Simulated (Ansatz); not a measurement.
Born–Oppenheimer molecular dynamics of CH₃BFNO (8 atoms, charge 0, multiplicity 1). It starts at the highest image of a converged band. Of that band: A vibrational analysis at the climbing image gives no mode beyond 40i cm⁻¹: the surface is too flat there to confirm a saddle point.

Theory: RKS PBE0/6-31G* (Ansatz).

```yaml
ensemble: NVE (velocity Verlet)
time_step: 0.5 fs
steps_asked: 200
starting_velocities_drawn_for: 300 K
seed: 4215
```

First frame:

```xyz
8
Properties=species:S:1:pos:R:3
C -0.368 0.893 -1.092
N -0.607 -0.070 -0.302
B 0.434 -0.441 0.662
O 0.232 -1.470 1.511
F 1.597 0.207 0.740
H -1.123 1.200 -1.825
H 0.570 1.468 -1.099
H -0.643 -1.845 1.349
```

**Question.** How far do the bonds stretch over the last three quarters of this one trajectory? (Pairs bonded in most of those frames.)

**Answer.** 
| bond | mean (Å) | spread (Å) | shortest | longest |
| --- | --- | --- | --- | --- |
| C1–N2 | 1.268 | 0.005 | 1.25 | 1.28 |
| C1–H6 | 1.099 | 0.025 | 1.06 | 1.14 |
| C1–H7 | 1.102 | 0.009 | 1.08 | 1.12 |
| N2–B3 | 1.463 | 0.020 | 1.43 | 1.50 |
| B3–O4 | 1.351 | 0.008 | 1.34 | 1.36 |
| B3–F5 | 1.333 | 0.015 | 1.31 | 1.36 |
| O4–H8 | 0.968 | 0.019 | 0.94 | 1.00 |

Mean temperature of the second half: 169 K. The conserved energy stayed within 0.17 meV per atom of its start (net change 0.058 meV per atom), so the integration is sound. The temperature averaged 0.56 of the 300 K drawn at the start: a run that starts near a minimum puts about half its kinetic energy into the potential. A run of 0.1 ps of so small a system gives no equilibrium averages. The orbitals stay closed-shell, which can raise the energy where a bond breaks towards radicals; this wasn't checked here.

The run took 10 min on 1 thread of Arm Neoverse V1 (shared host), peak memory 0.15 GiB.
